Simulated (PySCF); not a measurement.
A GIAO shielding run with PySCF 2.14 (density fitting, non-relativistic, gas phase) on `C1(P(=O)(O)C2CC2)CC1`, C$_{6}$H$_{11}$O$_{2}$P:

```
$ OMP_NUM_THREADS=1 python probes_run.py task.json out

{"job": {"kind": "nmr", "xc": "B3LYP", "basis": "pcSseg-1", "pop": false}, "charge": 0, "multiplicity": 1}
O     -0.443573     0.967109     1.585675
P     -0.058334     0.611373     0.186008
O      0.385890     1.917964    -0.694749
C     -1.410391    -0.142323    -0.718989
C     -2.271443    -1.128531     0.029430
C     -2.806675     0.225482    -0.288990
C      1.360034    -0.482157    -0.004655
C      2.440231    -0.413490     1.043044
C      2.723230     0.063089    -0.340113
H     -0.050175     2.697322    -0.325168
H     -1.226777    -0.320251    -1.783601
H     -2.011818    -1.326968     1.073229
H     -2.646946    -1.989811    -0.528835
H     -2.892843     0.930047     0.542873
H     -3.561787     0.325903    -1.072284
H      1.095949    -1.471865    -0.391283
H      2.873780    -1.359605     1.376602
H      2.303249     0.327030     1.836296
H      3.357416    -0.548109    -0.987325
H      2.792109     1.139274    -0.516538
```

Hardware: 1 thread of an AMD EPYC 9R45 96-Core, shared host. The job also computes ring-centre shieldings.

(1) How large is the calculation?

(2) How long does it take, and how much memory does it need?

(3) And these other runs on the same molecule and hardware: GIAO shielding at PBE0/pcSseg-1?

## Answers

(1) 78 electrons, 215 basis functions and 1135 auxiliary functions.

(2) 22 s of wall time, with 15 SCF cycles and 4 response iterations; peak memory 1.1 GiB. Times on a shared host scatter by some tens of per cent.

(3) PBE0/pcSseg-1: 215 functions, 24 s.
